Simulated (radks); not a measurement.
Values are calculated unless marked as measured or tabulated.
Species: the mercury ion Hg65+. Configuration: [Ne] 3s2 3p3. Level of theory: non-relativistic Kohn-Sham, TPSS, spin-polarised, spherical densities, point nucleus; open shells are filled with parallel spins first (spin-orbit coupling, left out, can overturn this in heavy ions); meta-GGA in the generalised Kohn-Sham scheme; relativity is left out, which matters for an element this heavy (a radial shooting solver on a logarithmic mesh with Libxc functionals). Some entries of the table are withheld. Estimate them.

orbital,occ.,eigenvalue (hartree),<r^2> (bohr^2),<r> (bohr)
1s up,1,-2955.891,0.0004779,0.01891
1s down,1,-2955.457,0.0004778,0.01891
2s up,1,-650.2170,0.007232,0.07864
2s down,1,-649.9656,0.007222,0.07860
2p up,3,-634.9482,0.005321,0.06641
2p down,3,-634.5155,0.005319,0.06640
3s up,1,-269.0942,0.03862,(1)
3s down,1,-267.5536,0.03878,(2)
3p up,3,-263.2125,(3),0.1739
3p down,0,-261.6529,(4),0.1741
3d up,0,-254.2060,(5),0.1493
3d down,0,-252.9957,(6),0.1491
4s up,0,-145.5598,0.1280,0.3375
4s down,0,-145.0741,0.1285,0.3381

Answer. 
(1) 3s up <r> (bohr): 0.1844
(2) 3s down <r> (bohr): 0.1848
(3) 3p up <r^2> (bohr^2): 0.03480
(4) 3p down <r^2> (bohr^2): 0.03491
(5) 3d up <r^2> (bohr^2): 0.02560
(6) 3d down <r^2> (bohr^2): 0.02555
